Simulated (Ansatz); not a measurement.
The cluster B4⁺ (the lowest doublet isomer of a short search), 4 atoms. Hardware: 4 threads of Arm Neoverse V1 on a shared host.

Correlated methods freeze 4 core orbitals.

Question: How many basis functions does each of these Ansatz runs have, and roughly what does it cost? PBE0-D4/def2-TZVP, charge 0 singlet at the geometry of the charge 1 doublet, energy; CCSD(T)/def2-TZVPP, charge 1 quartet, energy, from earlier orbitals; r2SCAN-D4/def2-TZVP, charge 0 singlet at the geometry of the charge 1 doublet, energy, from earlier orbitals; HF/STO-3G, charge 1 doublet, energy; CAM-B3LYP-D4/def2-TZVP, charge 1 doublet, energy, from earlier orbitals; CCSD(T)/def2-TZVPP, charge 1 doublet, energy, from earlier orbitals; B3LYP-D4/def2-TZVP, charge 1 doublet, frequencies; PBE-QIDH/def2-TZVP, charge 1 quartet, energy, from earlier orbitals; r2SCANh-D4/def2-TZVP, charge 1 doublet, energy, from earlier orbitals; PBE0-D4/def2-SVP, charge 1 doublet, energy, from earlier orbitals; HF/6-31G, charge 1 doublet, energy; PBE-D4/def2-TZVP, charge 1 doublet, energy, from earlier orbitals.

Answer: Other jobs shared the machine, so times can vary by a factor of up to 3. A dash marks memory too small to be measured apart from the calling script's.

```tsv
run	functions	fitting or Cholesky vectors	wall time	peak host memory (GiB)
HF/STO-3G, charge 1 doublet, energy	20	268	0.1 s	–
HF/6-31G, charge 1 doublet, energy	36	504	0.15 s	–
PBE0-D4/def2-SVP, charge 1 doublet, energy, from earlier orbitals	56	616	0.45 s	–
PBE0-D4/def2-TZVP, charge 0 singlet at the geometry of the charge 1 doublet, energy	124	676	0.6 s	–
PBE-D4/def2-TZVP, charge 1 doublet, energy, from earlier orbitals	124	676	0.9 s	–
r2SCAN-D4/def2-TZVP, charge 0 singlet at the geometry of the charge 1 doublet, energy, from earlier orbitals	124	676	1.2 s	–
PBE-QIDH/def2-TZVP, charge 1 quartet, energy, from earlier orbitals	124	788	1.5 s	–
r2SCANh-D4/def2-TZVP, charge 1 doublet, energy, from earlier orbitals	124	676	1.9 s	–
CAM-B3LYP-D4/def2-TZVP, charge 1 doublet, energy, from earlier orbitals	124	676	2.2 s	–
CCSD(T)/def2-TZVPP, charge 1 doublet, energy, from earlier orbitals	124	784	3.3 s	0.84
CCSD(T)/def2-TZVPP, charge 1 quartet, energy, from earlier orbitals	124	788	4 s	0.85
B3LYP-D4/def2-TZVP, charge 1 doublet, frequencies	124	676	7.5 s	–
```
